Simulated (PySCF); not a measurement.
Vertical excitations of a molecule FH₆NOSi₂ from TDA-LC-ωPBE/def2-SVPD (PySCF 2.14.0), as energy in eV (oscillator strength): 6.36 (0.023), 7.05 (0.038), 7.58 (0.081), 7.78 (0.037), 7.92 (0.046), 8.27 (0.022), 8.45 (0.034), 8.68 (0.078), 8.74 (0.190), 8.97 (0.057). Lowest triplet (TDA): 5.44 eV. The structure is a stationary point at r2SCAN-D4/def2-SVP. Other conformers were not sampled.

Question: Which structure fits?
A) N[Si@@H](O)[SiH2]F
B) N[SiH2][Si@@H](O)F
C) O[SiH2]N[SiH2]F
D) N[Si@@H](F)O[SiH3]

Answer: A, N[Si@@H](O)[SiH2]F
